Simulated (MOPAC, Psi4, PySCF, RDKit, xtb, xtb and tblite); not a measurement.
Two geometries of SMILES CSCCC(C)C (C₆H₁₄S), relaxed at GFN2-xTB with one dihedral held; other torsions can differ between them too.

Structure A

```
21

C      1.3704     0.0122     3.8205
S      0.4990     1.2527     2.8216
C      0.9183     0.6869     1.1381
C      0.4533    -0.7256     0.8147
C     -1.0545    -0.9420     0.9846
C     -1.8553    -0.1598    -0.0530
C     -1.3779    -2.4312     0.8821
H      1.3564     0.3750     4.8429
H      2.3957    -0.0759     3.4720
H      0.8576    -0.9433     3.7628
H      2.0022     0.7656     1.0327
H      0.4510     1.4203     0.4837
H      0.9890    -1.4324     1.4530
H      0.7359    -0.9429    -0.2194
H     -1.3428    -0.5883     1.9804
H     -1.7107     0.9105     0.0665
H     -1.5540    -0.4428    -1.0600
H     -2.9168    -0.3685     0.0584
H     -1.0980    -2.8132    -0.0979
H     -0.8395    -3.0000     1.6377
H     -2.4427    -2.5998     1.0239
```

Structure B

```
21

C      3.4240     0.3382    -0.5125
S      2.7490     0.2274     1.1700
C      0.9552     0.5940     0.9718
C      0.4063     0.4145    -0.4310
C     -1.1229     0.5421    -0.4832
C     -1.5893     1.9539    -0.1368
C     -1.6171     0.1580    -1.8772
H      4.4896     0.1634    -0.4026
H      3.2565     1.3301    -0.9216
H      2.9899    -0.4264    -1.1480
H      0.8186     1.6199     1.3150
H      0.4617    -0.0810     1.6709
H      0.6756    -0.5807    -0.7942
H      0.8445     1.1544    -1.1035
H     -1.5533    -0.1567     0.2431
H     -1.3345     2.2135     0.8872
H     -1.1298     2.6803    -0.8042
H     -2.6692     2.0280    -0.2439
H     -1.2029     0.8314    -2.6250
H     -1.3200    -0.8580    -2.1274
H     -2.7017     0.2183    -1.9263
```

**Question.** Which is lower in energy at the level PBE0-D3(BJ)/def2-SVP // GFN2-xTB run with Psi4, and by how much?

**Answer.** A is lower, by 17.25 kJ/mol (dihedral C1–S2–C3–C4: 60° in A, 20° in B).

E(B) − E(A) in kJ/mol at the other levels, on the same two geometries: GFN2-xTB (xtb and tblite) 11.28; MMFF94 // GFN2-xTB (RDKit) 9.50; PBE0/def2-SVP // GFN2-xTB (Psi4) 15.15; PBE/def2-SVP // GFN2-xTB (Psi4) 14.75; PBE-D3(BJ)/def2-SVP // GFN2-xTB (Psi4) 16.85; UFF // GFN2-xTB (RDKit) 17.23; PM6, restricted, heats of formation // GFN2-xTB (MOPAC) 2.35; PM7, restricted, heats of formation // GFN2-xTB (MOPAC) 0.06; GFN1-xTB // GFN2-xTB (xtb) 10.19; restricted B3LYP/6-31G*, spherical d, density fitting // GFN2-xTB (PySCF) 9.25; restricted M06-2X/6-31G*, spherical d, density fitting // GFN2-xTB (PySCF) 12.58; restricted BP86/6-31G*, spherical d, density fitting // GFN2-xTB (PySCF) 10.05; restricted B3LYP/6-311+G**, spherical d, density fitting // GFN2-xTB (PySCF) 10.26.
